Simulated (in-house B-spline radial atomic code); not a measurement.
Configurations of the silicon ion Si⁶⁺, with energies counted from [He] 2s2 2p4. Method: non-relativistic B3LYP, spin-polarised, spherical fractional occupations, exact exchange averaged over the configuration, point nucleus. Calculated with a B-spline radial code for spherical atoms. Shells without spins written out take the highest spin.

```csv
configuration,E - E(ref) (eV),highest orbital,its <r> (bohr)
[He] 2s1 2p5,41.158,2p down,0.4912
[He] 2s2 2p3 3d1,166.46,3d up,1.349
[He] 2s1 2p4 3p1,191.29,3p up,1.421
```

(1) Order these further configurations by energy, lowest first.
A. [He] 2s1 2p4 3s1
B. [He] 2s2 2p3 3s1
C. [He] 2s1 2p4 3d1
D. [He] 2s2 2p3 3p1

Results:

(1) B (142.27 eV), D (152.69 eV), A (180.74 eV), C (204.75 eV).
